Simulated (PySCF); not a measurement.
A structure optimised at r2SCAN-D4/def2-SVP, used in a PySCF frequency run:

```xyz
6

O      1.6434     1.2488     0.0000
Ge     0.0058     0.6516     0.0000
F     -0.8576     1.2685     1.3556
F     -0.8576     1.2685    -1.3556
Br     0.0121    -1.5969     0.0000
H      1.6776     2.2175     0.0000
```

Q: Write its SMILES, formula and point group.

A: [OH][Ge]([F])([F])[Br], BrF₂GeHO, Cs

Q: What are its rotational constants (standard atomic weights)?

A: 3.5188, 1.2789, 1.2662 GHz
